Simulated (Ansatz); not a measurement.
C$_{2}$H$_{9}$NO$_{2}$Sn (SMILES C[CH2][Sn]([NH2])([OH])[OH]), singlet, geometry from GFN2-xTB (such geometries of metal compounds can be far from the true shape) (all electrons, no relativity); SC-NEVPT2/STO-3G, CASSCF(2,3) run with Ansatz (an electronic-structure program).

The Ansatz input:
Ansatz 0.2 input:
```yaml
crystal:
  periodic: [false, false, false]
  atoms:
    - {symbol: C, position_ang: [-2.36561140, -1.59451700, -0.15591837]}
    - {symbol: C, position_ang: [-1.86263764, -0.24572322, -0.61495924]}
    - {symbol: Sn, position_ang: [0.20602273, 0.14699359, -0.00052830]}
    - {symbol: N, position_ang: [1.57180603, -1.19515384, -0.73403468]}
    - {symbol: O, position_ang: [0.89520548, 1.93931123, -0.50247853]}
    - {symbol: O, position_ang: [0.37267688, 0.22306016, 1.96998363]}
    - {symbol: H, position_ang: [-1.78854651, -2.40115845, -0.59973214]}
    - {symbol: H, position_ang: [-2.31193308, -1.68616406, 0.92562268]}
    - {symbol: H, position_ang: [-3.40607193, -1.71241845, -0.45817801]}
    - {symbol: H, position_ang: [-1.88074257, -0.16542504, -1.69933920]}
    - {symbol: H, position_ang: [-2.45480127, 0.56297245, -0.19073492]}
    - {symbol: H, position_ang: [2.51575073, -0.87457070, -0.54067304]}
    - {symbol: H, position_ang: [1.48741520, -2.08999035, -0.26425250]}
    - {symbol: H, position_ang: [1.17147763, 2.02778138, -1.41258509]}
    - {symbol: H, position_ang: [0.59010830, 1.09784117, 2.28975491]}
basis:
  gaussian:
    orbitals: STO-3G
magnetization: {spin_polarized: false}
correlation: {method: sc_nevpt2, electrons: all, active_space: {window: {electrons: 2, orbitals: 3}}}
```

Q: Write the output that Ansatz gives for this input, abridged.

A: 
```
Functional definition: HF
844 factors; integrals over basis functions are off by at most 5.3e-5 eV
mean field evaluation 1: about -169925.6819 eV, gradient 3.2e1 eV
mean field evaluation 2: about -169925.8553 eV, gradient 3.2e1 eV
mean field evaluation 4: about -169929.8414 eV, gradient 1.7e0 eV
mean field evaluation 8: about -169929.8546 eV, gradient 1.1e-4 eV
mean field -169929.85461739 eV, -6244.8069745965 hartree, gradient 9.2e-6 eV, S^2 0.000000; 0 other end points of the search recorded, 0 dependent functions left out
reference -169929.85461739 eV, -6244.8069745965 hartree; 47, 47 occupied and 14, 14 virtual orbitals, 844 factors
state -169930.29324455 eV, -6244.8230938476 hartree
state -169930.29324455 eV, -6244.8230938476 hartree; corrected -169936.76785972 eV, -6245.0610315664 hartree
state -169930.21333040 eV, -6244.8201570565 hartree
state -169930.21333040 eV, -6244.8201570565 hartree; corrected -169936.76645170 eV, -6245.0609798226 hartree
state -169930.29324455 eV, -6244.8230938476 hartree; corrected -169936.76785972 eV, -6245.0610315664 hartree
Total energy: -169936.76785972 eV, -6245.0610315664 hartree
```
